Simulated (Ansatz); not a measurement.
WS₂ was relaxed with PBE-D4 (def2-TZVP) in Ansatz in these states: neutral quintet, neutral triplet. The geometries follow in no particular order.

In the def2 sets W takes a core potential; there is no spin–orbit coupling.

A:

```xyz
3

W    -0.4824   -0.0527   -0.6218
S    -1.1309    0.4804    1.3367
S     1.6133   -0.4277   -0.7149
```

B:

```csv
atom,x (Å),y (Å),z (Å)
W1,-0.239,0.070,0.525
S2,1.283,-1.506,0.464
S3,-1.044,1.436,-0.989
```

**Question.** Judge from the bond lengths which geometry belongs to which state (an estimate).

**Answer.** A is the neutral triplet (W1–S3 2.131 Å, W1–S2 2.131 Å); B is the neutral quintet (W1–S3 2.192 Å, W1–S2 2.192 Å).

At PBE0-D4/def2-TZVP a triplet lies 1.68 eV below the neutral quintet. These are the stationary points nearest to one start from a short search; other shapes may lie lower in each state.
